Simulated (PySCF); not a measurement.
# Working out the ionisation energy of Ag⁺

Ag⁺ [Kr] 4d10 (1S) → Ag²⁺ [Kr] 4d9 (2D). Computed with PySCF 2.14 in ANO-RCC-VTZP, with the spin-free X2C one-electron Hamiltonian (Gaussian nucleus). Frozen: [Kr]. Energies in hartree (1 hartree = 27.21139 eV):

```
            part   Ag⁺ (lower)  Ag²⁺ (upper)
             UHF  -5312.411289  -5311.683422
CCSD correlation     -0.287026     -0.226791
             (T)     -0.009608     -0.005725
```

Task: What does Hartree-Fock give?

Result: (-5311.683422) − (-5312.411289) = 0.727867 hartree = 19.806 eV.

Task: What do CCSD and CCSD(T) give?

Result: The CCSD correlation energies differ by 0.060235 hartree = 1.639 eV and the triples by 0.003883 hartree = 0.106 eV, so CCSD gives 21.445 eV and CCSD(T) 21.551 eV.

A first-order spin-orbit estimate adds -0.237 eV to CCSD(T) (valence), giving 21.314 eV against 21.484 eV (measured; NIST Atomic Spectra Database, ionization energies).

What remains against the reference includes basis incompleteness, the frozen core and higher excitations.
